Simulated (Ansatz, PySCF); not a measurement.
Reaction (SMILES): C=CB(C=C)N(C)C [N-bis(ethenyl)boranyl-N-methylmethanamine] + 9 [H][H] (H2) → B (BH3) + 6 C (CH4) + N (NH3)
Geometries: B3LYP-D3(BJ)/def2-TZVP minima from Ansatz (a quantum-chemistry and plane-wave program), one conformer each, not searched for the lowest.

Property: energy of full hydrogenation (enthalpy at 298 K, with B3LYP-D3(BJ) rigid-rotor harmonic-oscillator terms from PySCF), in kcal/mol. Valence correlation only, unless marked. No spin-orbit coupling. Non-relativistic. CBS marks a two-point X^-3 extrapolation of the correlation energy; Hartree-Fock from the larger set. [CCSD(T)-MP2]/basis is that difference in the basis named.

RI-MP2/CBS(aug-cc-pVTZ,aug-cc-pVQZ)+[CCSD(T)-MP2]/aug-cc-pVTZ (Ansatz) gives -101.2 kcal/mol.

Question: Another calculation gave -115.0 kcal/mol. Which level was it?
A. CAM-B3LYP/def2-TZVPD (Ansatz)
B. wB97X/def2-TZVPD (Ansatz)
C. r2SCAN/def2-TZVPD (Ansatz)
D. B3LYP/def2-TZVPD (Ansatz)

Answer: A, CAM-B3LYP/def2-TZVPD (Ansatz). The others give -118.2 (wB97X), -111.2 (B3LYP), -103.3 (r2SCAN) kcal/mol.
